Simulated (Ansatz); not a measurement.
`[CH3][InH][CH2]F` + `C=C(Cl)OCC` → `CC[O][InH][CH3]` + `C=C(Cl)CF`  (formal exchange of groups at the In–C bond)

Isolated molecules relaxed with PBE0-D4/def2-TZVP in Ansatz; ΔE leaves out vibrations. CCSD(T)/CBS adds triple-zeta CCSD(T) − MP2 to the extrapolated MP2 energy (def2 sets, frozen cores). Functionals use def2-TZVPP. def2 core potentials past Kr. For In outer-core shells are correlated without core-valence functions, which leaves a few kJ/mol of doubt a bond. Each species was taken in one conformer, which may not be the lowest.

```tsv
level	ΔE (kJ/mol)
PBE0-D4	-98.6
HF/CBS(def2)	-109.5
```

Question: What does CCSD(T)/CBS give? (Best estimate.)

Answer: Computed: -115.3 kJ/mol. The listed levels differ from it by 16.7, 5.8 kJ/mol.

Largest T1 diagnostic among the species: 0.015.

The D4 term adds −3.4 kJ/mol with B3LYP and −1.8 kJ/mol with PBE0; it sums over pairs of atoms, weighted by their polarisabilities, and B3LYP, whose exchange is more repulsive, gets the larger term.

B3LYP here is the variant with VWN-RPA as its local correlation; programs differ in this.
